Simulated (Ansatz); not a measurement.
Cost and result up the ladder for SiMe(OAc)3 (C₇H₁₂O₆Si) (26 atoms). Charge 0, multiplicity 1. Geometry: PBE-D4/def2-SVP.

```csv
atom,x (Å),y (Å),z (Å)
Si1,0.047,-0.386,-0.638
C2,-0.302,-0.958,-2.359
H3,0.631,-1.292,-2.854
H4,-0.739,-0.121,-2.938
H5,-1.015,-1.804,-2.326
O6,0.811,-1.553,0.355
C7,0.199,-2.749,0.590
C8,0.982,-3.600,1.556
O9,-0.857,-3.056,0.069
H10,0.488,-4.578,1.684
H11,1.052,-3.079,2.532
H12,2.019,-3.733,1.190
O13,-1.319,0.077,0.274
C14,-1.930,1.255,-0.034
C15,-2.907,1.679,1.026
O16,-1.658,1.875,-1.047
H17,-3.510,2.532,0.671
H18,-2.323,1.980,1.920
H19,-3.553,0.832,1.327
O20,1.215,0.843,-0.732
C21,1.414,1.840,0.184
C22,2.426,2.839,-0.315
O23,0.824,1.899,1.242
H24,2.674,3.558,0.484
H25,1.995,3.379,-1.183
H26,3.337,2.323,-0.676
```

Ansatz on 4 threads of Arm Neoverse V1 on a shared host. Times are rough, and most runs start from the orbitals of an earlier one. PBE0-D4/def2-TZVP serves as the yardstick here, not as an exact answer. Differences are given only for rows in sets of like size (and for xTB, whose basis is part of the method), since another set adds its own error. Binding counts from free atoms at the same level (Si triplet, C triplet, H doublet, O triplet; other spins of the atoms weren't run), without zero-point energy or a counterpoise term.

B3LYP takes the VWN-RPA correlation. Correlated methods freeze 18 core orbitals. The rows differ in basis, and correlated rows in double-zeta sets carry the largest basis error.

Correlated methods converge slowly with the basis, most of all in double-zeta sets.

```
                          level  functions  wall time
                       HF/6-31G        154      2.8 s
                 B3LYP-D4/6-31G        154        6 s
                PBE-D4/def2-SVP        260      6.5 s
                   MP2/def2-SVP        260       12 s
               PBE0-D4/def2-SVP        260       13 s
               PBE-D4/def2-TZVP        512       14 s
            r2SCAN-D4/def2-TZVP        512       28 s
PBE0-D4/def2-TZVP (with forces)        512       58 s
```

Task: Estimate what each level gives for the binding energy per atom (eV).

Result: 
| level | binding energy per atom (eV) | difference from PBE0-D4/def2-TZVP (eV) |
| --- | --- | --- |
| HF/6-31G | 2.88 | – |
| B3LYP-D4/6-31G | 4.32 | – |
| PBE-D4/def2-SVP | 4.80 | – |
| MP2/def2-SVP | 4.49 | – |
| PBE0-D4/def2-SVP | 4.67 | – |
| PBE-D4/def2-TZVP | 4.75 | 0.13 |
| r2SCAN-D4/def2-TZVP | 4.63 | 0.01 |
| PBE0-D4/def2-TZVP (with forces) | 4.62 | 0.00 |
